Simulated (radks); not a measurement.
Effect of the nuclear size on neutral praseodymium, [Xe] 4f3 6s2. Calculated with a radial shooting solver on a logarithmic mesh with Libxc functionals: Dirac Kohn-Sham, BLYP, spin-unpolarised, spherical densities, finite nucleus; open shells fill j = l - 1/2 first; Fermi nuclear charge, rms radius 4.8919 fm. The rms radius is varied about that value; shifts are against it.

rms radius (fm) = 3.9575: total energy shift (eV) -4.06; density at nucleus (e/bohr^3) 4.366e+05; 1s1/2 shift (meV) -1680; 2s1/2 shift (meV) -208; 5s1/2 shift (meV) -1.48; 5p1/2 shift (meV) 0.219; 6s1/2 shift (meV) -0.075; 6p1/2 (empty) shift (meV) 0.059; 4f5/2 shift (meV) 0.331
rms radius (fm) = 4.6571: total energy shift (eV) -1.08; density at nucleus (e/bohr^3) 4.215e+05; 1s1/2 shift (meV) -449; 2s1/2 shift (meV) -55.4; 5s1/2 shift (meV) -0.394; 5p1/2 shift (meV) 0.059; 6s1/2 shift (meV) -0.020; 6p1/2 (empty) shift (meV) 0.016; 4f5/2 shift (meV) 0.088
rms radius (fm) = 4.8919: total energy shift (eV) 0; density at nucleus (e/bohr^3) 4.171e+05; 1s1/2 shift (meV) 0.000; 2s1/2 shift (meV) 0.000; 5s1/2 shift (meV) 0.000; 5p1/2 shift (meV) 0.000; 6s1/2 shift (meV) 0.000; 6p1/2 (empty) shift (meV) 0.000; 4f5/2 shift (meV) 0.000
rms radius (fm) = 5.1023: total energy shift (eV) 1.01; density at nucleus (e/bohr^3) 4.133e+05; 1s1/2 shift (meV) 417; 2s1/2 shift (meV) 51.5; 5s1/2 shift (meV) 0.366; 5p1/2 shift (meV) -0.054; 6s1/2 shift (meV) 0.018; 6p1/2 (empty) shift (meV) -0.015; 4f5/2 shift (meV) -0.082
rms radius (fm) = 6.0121: total energy shift (eV) 5.73; density at nucleus (e/bohr^3) 3.989e+05; 1s1/2 shift (meV) 2380; 2s1/2 shift (meV) 293; 5s1/2 shift (meV) 2.09; 5p1/2 shift (meV) -0.310; 6s1/2 shift (meV) 0.106; 6p1/2 (empty) shift (meV) -0.083; 4f5/2 shift (meV) -0.467

Slopes of the eigenvalues against <r^2> in GHz/fm^2, as finite differences over the two radii next to the reference (eigenvalue slopes, not the field-shift constants of lines): 1s1/2 48200, 2s1/2 5950, 5s1/2 42.3, 5p1/2 -6.29, 6s1/2 2.13, 6p1/2 (empty) -1.71, 4f5/2 -9.49.
